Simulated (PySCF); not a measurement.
Mg(Cl)(OH) (ClHMgO), SMILES [OH][Mg][Cl].

Geometry optimised at PBE-D3(BJ)/def2-TZVP. The values are those of a single conformer.

These are r2SCAN/def2-TZVPD (PySCF) values and carry that method's errors.

Problem. Estimate the frontier levels, gap, dipole moment and polarisability. (An estimate is asked for; the answer gives what the named calculation found.)

Solution. 
```json
{
 "highest_occupied_level": "-7.00 eV",
 "lowest_empty_level": "-1.74 eV",
 "orbital_gap": "5.26 eV",
 "dipole_moment": "1.95 D",
 "quadrupole, principal values (traceless, Buckingham form, about the centre of nuclear charge)": "-10.83, 4.09, 6.74 D·Å",
 "mean_static_polarisability": "41.2 bohr³ (6.10 Å³)",
 "polarisability_principal_values": "37.1, 37.8, 48.6 bohr³"
}
```
